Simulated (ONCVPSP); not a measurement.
## Potentials for osmium compared

Generated with ld1.x 7.5 (TM, RRKJ, ultrasoft, PAW), atompaw 4.2 or ONCVPSP 4.0.1. The cutoff is in Ry: for ld1.x and atompaw files where the sum of valence levels is converged to 10 mRy in a Bessel basis, for ONCV files where the hardest occupied wave has 1 mHa per electron of residual kinetic energy. The error is the largest all-electron minus pseudo excitation energy over each file’s own four to seven test configurations (ionisations up to +4, promotions, holes and added fractions of an electron), all of which were solved. The labels leave out finer settings (local radius, basis sizes, second energies), which also bear on the numbers. Spin-polarised tests are not counted. The rows are a selection from randomly drawn settings: files with unsolved tests, undetermined cutoffs or missed reference levels are left out.

A true bound ghost makes a file unfit for plane-wave use even where its test errors are small: the radial tests pick states by their node count and pass the ghost by.

| potential | cutoff (Ry) | largest error (meV) | bound ghosts |
| --- | --- | --- | --- |
| ONCV, PBEsol, scalar-relativistic, rc 1.50/2.00/2.65 (spd), local smoothed, core correction yes, reference 5s2 5p6 5d6 6s2, qcut 10/7.8/5.9, projectors 2/1/2 | 63 | +27 | none |
| ONCV, PBE, scalar-relativistic, rc 1.95/1.80/2.05 (spd), local smoothed, core correction yes, reference 5s2 5p6 5d6 6s2, qcut 7.7/9.7/8.1, projectors 2/1/2 | 52 | -109 | none |
| ONCV, PBE, scalar-relativistic, rc 2.70/2.85/2.40 (spd), local smoothed, core correction yes, reference 5d6 6s2, qcut 2.7/2.4/7, projectors 2/3/1 | 30 | -133 | none |
| ONCV, PBE, scalar-relativistic, rc 1.80/1.65/1.70 (spd), local smoothed, core correction yes, reference 5s2 5p6 5d6 6s2, qcut 5.2/8.4/5, projectors 2/2/3 | 49 | -158 | none |
| ONCV, PBE, fully relativistic, rc 1.50/1.75/1.80 (spd), local smoothed, core correction yes, reference 5s2 5p6 5d7 6s1, qcut 7.3/7.8/6, projectors 2/2/1 | 44 | +3.2 | none |
| ONCV, PBE, scalar-relativistic, rc 1.50/1.30/1.70/0.50 (spdf), local f, core correction yes, reference 4f13 5s2 5p6 5d7 6s2, qcut 6.3/7/4.8/22.5, projectors 2/2/2/0 | 2207 | -833 | s, p, d |
| ONCV, PBE, scalar-relativistic, rc 1.90/1.90/1.90 (spd), local d, core correction no, reference 5s2 5p6 5d6 6s2, qcut 4.8/7.9/9.3, projectors 2/2/0 | 36 | -16 | none |

Fill in the row for Os: ONCV, LDA (Perdew-Wang 92), scalar-relativistic, rc 1.75/1.35/1.60/1.00 (spdf), local smoothed, core correction yes, reference 4f14 5s2 5p6 5d6 6s2, qcut 8.3/6.3/5.6/19.4, projectors 2/2/2/2.

cutoff 302 Ry, largest error -17 meV, bound ghosts: none.

Fill in the row for Os: ONCV, PBE, scalar-relativistic, rc 1.85/1.70/1.45 (spd), local smoothed, core correction no, reference 5s2 5p6 5d6 6s2, qcut 8.6/6.4/6, projectors 3/1/3.

cutoff 43 Ry, largest error -138 meV, bound ghosts: none.
